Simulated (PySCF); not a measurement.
# Excitation energy of N by level of theory

N [He] 2s2 2p3 (4S) → N [He] 2s1 2p4 (4P), as a difference of total energies. Computed with PySCF 2.14 in dyall-acv3z, with the non-relativistic Hamiltonian (point nucleus). Correlated levels: valence: 1s2 frozen; valence and next inner shell: nothing frozen; virtual orbitals above 40 to 60 times the deepest correlated orbital energy dropped. The calculations carry no spin-orbit coupling.

Question: Order these methods by the excitation energy they give, lowest first.
A. BP86
B. PBE
C. SCS-MP2 (valence and next inner shell)
D. LDA

Answer: A (10.288 eV), B (10.373 eV), D (10.553 eV), C (11.071 eV).

Errors of the correlated levels include the incompleteness of this basis and the frozen core.

For comparison: 10.927 eV (measured; NIST levels, between the centres of gravity of the two terms).
